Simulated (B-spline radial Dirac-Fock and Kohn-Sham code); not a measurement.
**What relativity does to the binding energies of Ba³⁺**

System: Ba³⁺ in the configuration [Kr] 4d10 5s2 5p5.

Both columns are ΔSCF binding energies of the configuration average from an atomic code on a B-spline grid: non-relativistic Hartree-Fock with a point nucleus, and Dirac-Fock with a finite nucleus and the Coulomb interaction alone, averaged over the two j levels with weights 2j+1.

| shell | Hartree-Fock (eV) | Dirac-Fock (eV) | shift (eV) | shift (%) |
| --- | --- | --- | --- | --- |
| 1s | 35937.8 | 37613.8 | +1676.05 | +4.66 |
| 2s | 5628.2 | 6046.3 | +418.10 | +7.43 |
| 2p | 5295.6 | 5421.1 | +125.57 | +2.37 |
| 3s | 1242.7 | 1334.1 | +91.40 | +7.35 |
| 3p | 1099.4 | 1128.4 | +28.94 | +2.63 |
| 3d | 835.6 | 823.6 | -12.07 | -1.44 |
| 4s | 280.0 | 299.3 | +19.30 | +6.89 |
| 4d | 129.4 | 125.9 | -3.52 | -2.72 |
| 5s | 62.69 | 65.72 | +3.03 | +4.83 |
| 5p | 46.69 | 47.07 | +0.38 | +0.81 |

Relativity binds 1s, 2s, 2p, 3s, 3p, 4s, 5s, 5p more strongly, among those listed most of all 2s in relative terms, and 3d, 4d more weakly, because the contracted s and p shells screen the nucleus better.

Values without a named source are computed, but for edge energies of neutral atoms, which are taken from tables.
